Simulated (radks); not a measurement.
Problem. The carbon ion C4+, configuration 1s1.75 2s0.25 (fractional occupations, a model configuration). Calculated with a radial shooting solver on a logarithmic mesh with Libxc functionals: scalar-relativistic Kohn-Sham, RPBE, spin-polarised, spherical densities, finite nucleus; open shells are filled with parallel spins first; Fermi nuclear charge, rms radius 2.4702 fm. Some entries of the table are withheld. Estimate them.

orbital,occ.,eigenvalue (eV),<r> (bohr)
1s up,1,(1),0.2637
1s down,0.75,(2),0.2650
2s up,0.25,-75.4611,1.183

Solution. 
(1) 1s up eigenvalue (eV): -374.3394
(2) 1s down eigenvalue (eV): -369.3288
